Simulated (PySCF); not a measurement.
SMILES CN([B]N(C)C)C (C₄H₁₂BN₂), doublet, GFN2-xTB optimised geometry.

```
19

C     -0.54     1.83     0.48
N     -0.88     0.51     0.00
C     -2.27     0.43    -0.38
B     -0.04    -0.62     0.00
N      1.37    -0.62     0.00
C      2.14    -1.78     0.38
C      2.23     0.45    -0.48
H     -1.27     2.16     1.22
H      0.44     1.83     0.94
H     -0.54     2.57    -0.34
H     -2.50    -0.58    -0.73
H     -2.93     0.66     0.47
H     -2.49     1.14    -1.18
H      2.72    -2.16    -0.47
H      1.47    -2.57     0.72
H      2.84    -1.54     1.18
H      1.63     1.23    -0.94
H      2.93     0.06    -1.22
H      2.82     0.88     0.34
```

Density from unrestricted B3LYP/def2-SVP (PySCF) at that geometry.

Minimum of the electron density along straight lines between bonded atoms, close to the bond critical point (lines longer than 1.1 times the sum of covalent radii, or with two minima, are not listed):

```
bond    length / Å  ρ at the minimum / e bohr⁻³  ∇²ρ there / e bohr⁻⁵  position (fraction from the first atom)
------  ----------  ---------------------------  --------------------  ---------------------------------------
C1–N2        1.451                        0.270                 -0.75                                     0.40
N2–C3        1.445                        0.274                 -0.80                                     0.61
N2–B4        1.404                        0.202                  0.73                                     0.67
B4–N5        1.404                        0.202                  0.73                                     0.33
N5–C6        1.445                        0.274                 -0.80                                     0.61
N5–C7        1.451                        0.270                 -0.75                                     0.60
C1–H8        1.097                        0.276                 -1.02                                     0.63
C1–H9        1.086                        0.284                 -1.08                                     0.63
C1–H10       1.098                        0.275                 -1.00                                     0.63
C3–H11       1.088                        0.283                 -1.08                                     0.64
C3–H12       1.098                        0.275                 -1.00                                     0.63
C3–H13       1.097                        0.276                 -1.01                                     0.63
C6–H14       1.098                        0.275                 -1.00                                     0.63
C6–H15       1.088                        0.283                 -1.08                                     0.64
C6–H16       1.097                        0.276                 -1.01                                     0.63
C7–H17       1.086                        0.284                 -1.08                                     0.63
C7–H18       1.097                        0.276                 -1.02                                     0.63
C7–H19       1.098                        0.275                 -1.00                                     0.63
```
